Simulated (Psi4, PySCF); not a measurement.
Input for PySCF:
```python
from pyscf import gto, scf, mp

mol = gto.M(
    atom='''
C    -0.00961888    0.08558394   -1.20792711
Si    0.00693370    0.02337297    0.68442733
H    -0.03432110   -0.91899655   -1.62856536
H    -0.87992760    0.61839322   -1.58117006
H     0.87474746    0.58217174   -1.59770913
H    -1.21559465   -0.53605201    1.24797082
H     1.21573735   -0.58624162    1.22505378
''',
    basis='6-31g*',
    spin=1,
    verbose=4,
)

mf = scf.UHF(mol)
mf.kernel()

pt = mp.MP2(mf, frozen=6)
pt.kernel()
print('E(MP2) = %.10f' % pt.e_tot)
```

Write the same job for Psi4.

Several could match; the one computed here: 
```
memory 2 GB

molecule {
0 2
C    -0.00961888    0.08558394   -1.20792711
Si    0.00693370    0.02337297    0.68442733
H    -0.03432110   -0.91899655   -1.62856536
H    -0.87992760    0.61839322   -1.58117006
H     0.87474746    0.58217174   -1.59770913
H    -1.21559465   -0.53605201    1.24797082
H     1.21573735   -0.58624162    1.22505378
}

set {
  basis 6-31g*
  reference uhf
  freeze_core true
  mp2_type conv
  scf_type pk
  puream true
  d_convergence 1e-8
}

energy('mp2')
print_variables()
```

Both were run: PySCF gave -329.847428 Eh and Psi4 -329.847428 Eh, 0.000 mEh apart.
